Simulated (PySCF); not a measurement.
**Excitation energy of Mo²⁺ by level of theory**

Mo²⁺ [Kr] 4d4 (5D) → Mo²⁺ [Kr] 4d3 5s1 (5F), as a difference of total energies. Computed with PySCF 2.14 in x2c-TZVPPall, with the spin-free X2C one-electron Hamiltonian (Gaussian nucleus). Correlated levels: valence: [Kr] frozen. The calculations carry no spin-orbit coupling.

```json
{"method": "UHF", "excitation energy (eV)": "3.980"}
{"method": "MP2 (valence)", "excitation energy (eV)": "4.171"}
{"method": "SCS-MP2 (valence)", "excitation energy (eV)": "4.044"}
{"method": "CCSD (valence)", "excitation energy (eV)": "4.174"}
{"method": "CCSD(T) (valence)", "excitation energy (eV)": "4.175"}
```

How much does correlation contribute at CCSD(T) (valence)?

4.175 − (3.980) = 0.195 eV, measured against UHF.

The basis was made for the ground configuration and has no added diffuse functions, so the excitation energy can come out too high.
